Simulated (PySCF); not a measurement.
**Lu (lutetium, neutral) across methods**

[Xe] 4f14 5d1 6s2, 2D determinant. Computed with PySCF 2.14 in cc-pVDZ-X2C (8s7p5d3f1g, 84 functions), with the spin-free X2C one-electron Hamiltonian (Gaussian nucleus).

```tsv
method	E (hartree)	mean ε 6s α (eV)	mean ε 6s β (eV)	mean ε 5d α (eV)	Σ⟨r²⟩ (bohr²)	⟨S²⟩
M06-2X	-14564.68	-5.900	-5.440	-3.994	72.88	0.776
r2SCAN	-14563.39	-4.765	-4.471	-2.563	73.46	0.871
TPSS	-14562.88	-4.737	-4.338	-2.309	73.53	0.821
UHF	-14558.17918	-6.342	-5.787	-5.302	76.20	0.806
PBE	-14563.29	-4.742	-4.404	-2.169	73.31	0.786
revPBE	-14563.70	-4.683	-4.340	-2.184	73.51	0.801
LDA	-14553.68	-4.914	-4.576	-2.140	72.65	0.763
```

Task: Estimate the same row for PBE0.

Result: E (hartree) = -14563.05; mean ε 6s α (eV) = -5.301; mean ε 6s β (eV) = -4.948; mean ε 5d α (eV) = -3.045; Σ⟨r²⟩ (bohr²) = 73.52; ⟨S²⟩ = 0.784.

Spin-orbit coupling, absent here, splits the open shell strongly.
